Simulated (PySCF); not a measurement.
fac-MoBr3(NH3)3 (quartet state).
Structure used (PBE0-D3(BJ)/def2-SVP), in Å, numbered top down from 1:
```xyz
16
Br3H9MoN3 angstrom
Mo     0.423    0.419    0.429
Br     0.190    0.179    2.961
N      0.513    0.518   -1.819
H      0.273    1.487   -2.049
H     -0.014   -0.108   -2.427
H      1.512    0.402   -2.018
Br     2.956    0.189    0.202
N     -1.827    0.512    0.523
H     -2.051    0.301    1.500
H     -2.437   -0.036   -0.083
H     -2.028    1.508    0.379
Br     0.192    2.953    0.202
N      0.509   -1.830    0.511
H     -0.056   -2.432   -0.087
H      0.310   -2.053    1.491
H      1.499   -2.042    0.352
```

The calculation used PBE0-D3(BJ)/def2-SVP geometry optimisation, gas phase, def2 core potentials past Kr in PySCF 2.14.0.

Q: Which atoms are bound to Mo1, and at what distances?

A: 6 atoms: N13 2.253 Å, N3 2.253 Å, N8 2.254 Å, Br2 2.554 Å, Br7 2.554 Å, Br12 2.554 Å. The nearest atom not counted as bound is H6, at 2.68 Å (others tie with it).

Q: List the angles at Mo1.

A: 
| angle | degrees | distance of the outer atoms (Å) |
| --- | --- | --- |
| Br7–Mo1–N8 | 176.1 | 4.80 |
| Br2–Mo1–N3 | 175.9 | 4.80 |
| Br12–Mo1–N13 | 175.7 | 4.80 |
| Br2–Mo1–Br12 | 100.0 | 3.91 |
| Br7–Mo1–Br12 | 99.8 | 3.91 |
| Br2–Mo1–Br7 | 99.8 | 3.91 |
| N3–Mo1–N8 | 94.6 | 3.31 |
| N3–Mo1–N13 | 94.5 | 3.31 |
| N8–Mo1–N13 | 94.5 | 3.31 |
| N3–Mo1–Br7 | 82.8 | 3.19 |
| Br7–Mo1–N13 | 82.8 | 3.19 |
| Br2–Mo1–N13 | 82.7 | 3.18 |
| N8–Mo1–Br12 | 82.7 | 3.18 |
| Br2–Mo1–N8 | 82.6 | 3.18 |
| N3–Mo1–Br12 | 82.6 | 3.18 |

Q: What is the shape at Mo1?

A: Distorted octahedral: the three widest angles are 176.1°, 175.9° and 175.7°, the others run from 82.6° to 100.0°.

Q: What are the other bond lengths?

A: N3–H4 and 8 like bonds 1.023 Å.

Point group: near C3v, missed by 0.14 Å at most; the miss may be what the optimiser left on a soft mode (Cs holds within 0.08 Å). Charge 0, quartet. ⟨S²⟩ = 3.767 (exact for a quartet: 3.75). Whether it is a minimum is left open (no frequencies).

Hardware: one thread, Arm Neoverse V1 (aarch64), shared host with 32 logical CPUs at a one-minute load of 25. Cost: 19 min wall, 1.6 GiB resident at most. This is the geometry optimisation.
